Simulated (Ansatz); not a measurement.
Species: H₂Te₂ (charge 0, singlet). 
Geometry from a B3LYP-D3(BJ)/def2-TZVP (Ansatz, an electronic-structure program) optimisation:
SMILES: [TeH][TeH]
```xyz
4

Te    -0.0136     0.0157    -1.3655
Te    -0.0251     0.0059     1.3654
H      1.5837     0.4689    -1.5191
H      0.4290    -1.5908     1.5235
```

Basis-set convergence of Hartree-Fock and CCSD correlation energies (hartree) with Ansatz. Cores are frozen in the correlated levels unless marked. No spin-orbit coupling. Frozen are the shells of the preceding noble gas and the d and f shells that filled before the atom's block. In def2 rows, elements after Kr have scalar-relativistic effective core potentials.

| basis | functions | E(HF) | E(corr, CCSD) |
|---|---|---|---|
| def2-SVP | 62 | -535.15923 | -0.23291 |
| def2-TZVPP | 128 | -535.18403 | -0.30586 |
| def2-QZVPP | 224 | -535.18835 | -0.33352 |

Extrapolating the two largest sets (X = 3 and 4) as X^-3: E(corr) = (64·(-0.33352) - 27·(-0.30586))/37 = -0.3537 Eh, an estimate of the basis-set limit. The largest set recovers 94.3 % of it, the smallest 65.8 %.
